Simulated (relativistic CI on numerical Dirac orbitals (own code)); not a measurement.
**What each ingredient does to the levels of Br¹¹⁺**

Base calculation: Dirac-Coulomb-Breit CI, KLI orbitals optimised for each configuration, a model potential for QED, unscaled Slater integrals.

Configuration list (outside the closed core [Ne]): 3s2 3p6 3d6, 3s2 3p5 3d7, 3s2 3p4 3d8, 3s 3p6 3d7, 3s2 3p6 3d5 4s, 3s2 3p6 3d5 4p, 3p6 3d8, 3s2 3p6 3d5 4d, 3s2 3p6 3d4 4s2, 3s 3p5 3d8, 3s2 3p6 3d4 4s 4p, 3s2 3p6 3d5 4f, 3s2 3p6 3d5 5s, 3s2 3p6 3d4 4p2, 3s2 3p6 3d5 5p, 3s2 3p5 3d6 4s, 3s2 3p6 3d4 4s 4d, 3s2 3p6 3d5 5d, 3s2 3p6 3d4 4p 4d, 3s2 3p4 3d7 4s, 3s2 3p5 3d6 4p, 3s2 3p6 3d5 5f, 3s2 3p6 3d5 5g, 3s2 3p6 3d5 6s, 3s2 3p5 3d5 4s2, 3s2 3p6 3d5 6p, 3s2 3p6 3d5 6d, 3s 3p6 3d6 4s, 3s 3p5 3d7 4s, 3s 3p6 3d5 4s2, 3s 3p6 3d6 4p, 3p6 3d7 4s, 3s 3p6 3d6 5s, 3s 3p6 3d6 6s. Levels of other configurations are missing.

Variants: (1) P86 correlation estimate; (2) configuration mixing switched off; (3) non-relativistic limit. Shifts of the energy above 3s2 3p6 3d6 5D_4, in cm⁻¹, for the lowest level and the first level of each name with at least 55 % of one term (blank where a level changes its place among those of its configuration and J or its character, or is not in the variant):

```
           Level     Base  Δ(1)     Δ(2)      Δ(3)
3s2 3p6 3d6 5D_4      0.0   0.0      0.0       0.0
3s2 3p6 3d6 5D_3   4740.7   0.0    -39.7   -4740.7
3s2 3p6 3d6 5D_2   7275.1  +0.2   +108.7   -7275.1
3s2 3p6 3d6 5D_1   9021.2  +0.2   +144.8   -9021.2
3s2 3p6 3d6 5D_0   9830.5  +0.2   +178.9   -9830.5
3s2 3p6 3d6 3P_2  46565.7  +4.8  +7901.5    +709.9
3s2 3p6 3d6 3H_6  54187.5  -7.8  -3134.5   -1457.4
3s2 3p6 3d6 3H_5  55362.2  -7.0  -2637.9   -2632.1
3s2 3p6 3d6 3F_3  57544.9  -0.1  +3008.8   -4155.9
3s2 3p6 3d6 3F_2  59087.9  +0.4  +3573.2   -5698.9
3s2 3p6 3d6 3H_4  59293.7  -5.0                   
3s2 3p6 3d6 3P_1  59695.7  +4.8  +7748.5  -12420.1
3s2 3p6 3d6 3P_0  61458.5  +5.1  +8004.7  -14182.8
3s2 3p6 3d6 3G_5  67393.9  -4.5   -805.7   -4636.0
```

At this charge energies of transitions that change n are usually good to better than 1 %, and those within a shell (Δn = 0) to a few per cent. Terms inside the open d or f shell come out 10 to 20 % too wide with unscaled integrals.

Ionisation energy from the two ground configurations alone: base 338.696 eV; P86 correlation estimate 340.417 eV. The NIST ASD value (theoretical) is 338 eV.

LS names give the leading component of a level, which can be under half, so a name can repeat, a term be missing and a line seem to break the LS rules.
